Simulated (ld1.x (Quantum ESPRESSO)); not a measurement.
## C (Z = 6): one change to an RRKJ potential, before and after

ld1.x (Quantum ESPRESSO) 7.5 input, shortened:

```
&input
   title='C', zed=6., rel=1, dft='PBE', iswitch=3,
   config='[He] 2s2 2p2 3d-2'
 /
 &inputp
   pseudotype=2, tm=.false., lloc=0,
   nlcc=.true., new_core_ps=.true., rcore=0.65
 /
3
2P  2  1   2.00   0.00  1.60  1.60  0.0
3D  3  2  -2.00  -0.20  1.55  1.55  0.0
2S  1  0   2.00   0.00  1.00  1.00  0.0
 &test
   configts(1)='2s2 2p2'
 /
```

Change: core correction Bessel-smoothed model core inside 0.44 bohr.

Cutoffs: the cutoffs (Ry, on a coarse ladder) from which the occupation-weighted sum of valence levels, in a spherical-Bessel basis at the reference potential, stays within 10 and 1 mRy of its value at 400 Ry; they do not see the model core or the augmentation charge, which bear on the density cutoff. Errors are all-electron minus pseudo energies relative to the spin-unpolarised reference configuration.

Problem. Predict the effect on cutoff, ghosts and configuration errors.

Solution. The potential gets neither clearly harder nor softer (40 Ry and 90 Ry → 40 Ry and 90 Ry); of the 7 tests that both files solve, the error grows in 0 and shrinks in 2 by more than 15 % and 0.3 meV (median size 12.8 → 11.5 meV); neither file shows a bound ghost. A model core, the more so a compact one, raises the density cutoff, which this test does not measure.

```csv
quantity,base,changed
"cutoff, loose",40 Ry,40 Ry
"cutoff, tight",90 Ry,90 Ry
bound ghosts,none,none
"error for 2s2 2p1, meV [ΔE 10.86 eV]",+13,+12
"error for 2s2 2p0, meV [ΔE 35.02 eV]",+147,+133
"error for 2s1 2p0, meV [ΔE 83.21 eV]",+331,+293
"error for 2s0 2p4, meV [ΔE 16.98 eV]",+15,+12
"error for 2s2 2p1.5, meV [ΔE 3.96 eV]",+1.5,+1.3
"error for 2s1 2p3, meV [ΔE 8.48 eV]",+3.5,+2.8
"error for 2s2 2p2.3, meV [ΔE -1.16 eV]",+0.2,+0.1
s: phases at 1.76 bohr within 0.05 rad from the reference energy up to (Ry; the scan ends near 5),to the end of the scan,to the end of the scan
p: phases at 1.76 bohr within 0.05 rad from the reference energy up to (Ry; the scan ends near 5),4.0,4.0
d: phases at 1.76 bohr within 0.05 rad from the reference energy up to (Ry; the scan ends near 5),to the end of the scan,to the end of the scan
```
